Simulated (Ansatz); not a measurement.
Start from `SC[SiH2][SeH]` and change one atom or group to get `CC[SiH2]CS`.

Ansatz, PBE0-D4/def2-TZVP geometries, multiplicity 1. Each molecule was computed in one conformer, which needn't be the lowest.

Scalar relativity is left out up to krypton. Spin–orbit coupling is left out; it splits and shifts lone-pair levels of the heavy atoms by tenths of an eV.

```tsv
property	`SC[SiH2][SeH]`
HOMO–LUMO gap (ωB97M-V/def2-TZVPP) / eV	10.81
size of the dipole moment (B3LYP/def2-TZVPP) / D	2.29
LUMO energy (PBE0/def2-TZVPP) / eV	0.03
HOMO energy (PBE/def2-TZVPP) / eV	-5.63
LUMO energy (ωB97M-V/def2-TZVPP) / eV	1.74
size of the dipole moment (PBE/def2-TZVPP) / D	2.23
```

Task: What does the change do to each property? (Estimate.)

Result: Computed: 
| property | `CC[SiH2]CS` | shift |
| --- | --- | --- |
| HOMO–LUMO gap (ωB97M-V/def2-TZVPP) / eV | 10.95 | 0.14 |
| size of the dipole moment (B3LYP/def2-TZVPP) / D | 1.46 | -0.83 |
| LUMO energy (PBE0/def2-TZVPP) / eV | 0.31 | 0.28 |
| HOMO energy (PBE/def2-TZVPP) / eV | -5.50 | 0.13 |
| LUMO energy (ωB97M-V/def2-TZVPP) / eV | 2.01 | 0.27 |
| size of the dipole moment (PBE/def2-TZVPP) / D | 1.46 | -0.77 |

With PBE0 the HOMO rises by 0.14 eV and the LUMO rises by 0.28 eV, so the gap widens by about 0.14 eV. PBE moves the HOMO by 0.13 eV and ωB97M-V by 0.13 eV. Dipoles are sizes alone; their direction can turn.

B3LYP here is the variant with VWN-RPA as its local correlation; programs differ in this.
